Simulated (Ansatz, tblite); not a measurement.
Forces on GaCl2(OH) (GaCl2OH) at its PBE0-D4/def2-SVP geometry. The state is a singlet with charge 0.

The xTB rows come from tblite.

GFN1-xTB (tblite), largest force 0.45 eV/Å:

```xyz
5
positions Å, forces eV/Å
Ga    0.247   -0.312   -0.004    0.240   -0.177   -0.084
Cl    1.988   -1.099   -0.921   -0.344    0.182    0.165
Cl   -0.766   -1.420    1.508    0.116    0.190   -0.212
O    -0.337    1.270   -0.522   -0.162   -0.283    0.308
H    -1.132    1.561   -0.061    0.150    0.089   -0.177
```

GFN2-xTB (tblite), largest force 0.58 eV/Å:

```
Ga 0.383 -0.430 -0.041
Cl -0.432 0.250 0.193
Cl 0.122 0.300 -0.286
O -0.203 -0.213 0.297
H 0.130 0.093 -0.163
```

r2SCAN-D4/def2-TZVP (Ansatz), largest force 0.19 eV/Å:

```
Ga 0.066 -0.164 0.048
Cl -0.157 0.083 0.076
Cl 0.061 0.076 -0.096
O 0.039 0.054 -0.065
H -0.009 -0.048 0.037
```
